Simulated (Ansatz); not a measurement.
A geometry relaxed with Ansatz (a quantum-chemistry and plane-wave program) with PBE0-D3(BJ)/def2-TZVP, charge 0, multiplicity 1:

```xyz
8

H     -1.6373    -0.9628    -1.3294
C      0.7503     0.8376     0.0636
H      1.8250    -1.0774     0.8458
C     -0.3496     0.1812    -0.1564
H      0.8134     1.9001    -0.1509
H     -2.2096    -0.5812     0.3932
C     -1.4454    -0.4845    -0.3730
S      2.2531     0.1870     0.7071
```

Problem. Write the SMILES of this molecule.

Solution. `C=C=CS`
